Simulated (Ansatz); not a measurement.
Br$_{2}$HOSi, SMILES `O[Si](Br)Br` radical. Charge 0, multiplicity 2. The structure was optimised at the PBE0-D4/def2-TZVP level. It is one conformer, not always the lowest.

```xyz
5

O     0.196   -1.232    0.036
Si    0.263    0.315   -0.487
Br    1.885    1.300    0.656
Br   -1.705    1.313   -0.135
H    -0.639   -1.695   -0.070
```

Problem. What is the dipole moment at r2SCAN/def2-TZVPP? (Best estimate.)

Solution. Computed: 1.74 D, with components (-0.98, -1.28, -0.65) D in this frame, pointing from negative to positive charge.

Problem. And with PBE, B3LYP, ωB97M-V? (Best estimate.)

Solution. The calculation gave: PBE 1.65 D, B3LYP 1.72 D, ωB97M-V 1.78 D.

Problem. Give the Mulliken charges with r2SCAN, B3LYP, ωB97M-V in def2-TZVPP. (An estimate is asked.)

Solution. The calculation gave: 
```json
{"atom": "O1", "r2SCAN": "-0.36", "B3LYP": "-0.33", "ωB97M-V": "-0.31"}
{"atom": "Si2", "r2SCAN": "0.52", "B3LYP": "0.50", "ωB97M-V": "0.44"}
{"atom": "Br3", "r2SCAN": "-0.17", "B3LYP": "-0.17", "ωB97M-V": "-0.15"}
{"atom": "Br4", "r2SCAN": "-0.20", "B3LYP": "-0.20", "ωB97M-V": "-0.18"}
{"atom": "H5", "r2SCAN": "0.21", "B3LYP": "0.20", "ωB97M-V": "0.19"}
```

B3LYP here is the variant with VWN-RPA as its local correlation; programs differ in this.
